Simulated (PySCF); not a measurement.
CH₆BeOSi, SMILES C[O][Be][SiH3]. Atoms are numbered in the order given.

```xyz
10

Be     0.0000     0.0000    -0.0284
O      0.0000     0.0000    -1.4252
C      0.0000     0.0000    -2.8112
H     -0.8963    -0.5119    -3.2027
H      0.0048     1.0322    -3.2027
H      0.8915    -0.5202    -3.2027
Si     0.0000     0.0000     2.1350
H      1.0772    -0.8738     2.7004
H     -1.2954    -0.4960     2.7004
H      0.2182     1.3698     2.7004
```
Charge 0, spin multiplicity 1.

Coordinates come from a ωB97X-D3(BJ)/def2-SVP optimisation. One conformer was computed; it need not be the lowest.

Method: M06-2X/def2-TZVPD run with PySCF.

Mulliken values depend strongly on the basis, most of all with diffuse functions as here. ESP charges are fitted to the potential on shells at 1.4 to 2.0 van der Waals radii. Atomic charges (e):

```
atom  ESP fit  Mulliken  meta-Löwdin
----  -------  --------  -----------
Be1      0.35     -0.37         1.20
O2      -0.20      0.14        -0.99
C3      -0.45     -0.20        -0.09
H4       0.16      0.18         0.11
H5       0.16      0.18         0.11
H6       0.16      0.18         0.11
Si7     -0.08      0.14        -0.20
H8      -0.04     -0.08        -0.08
H9      -0.04     -0.08        -0.08
H10     -0.04     -0.08        -0.08
```
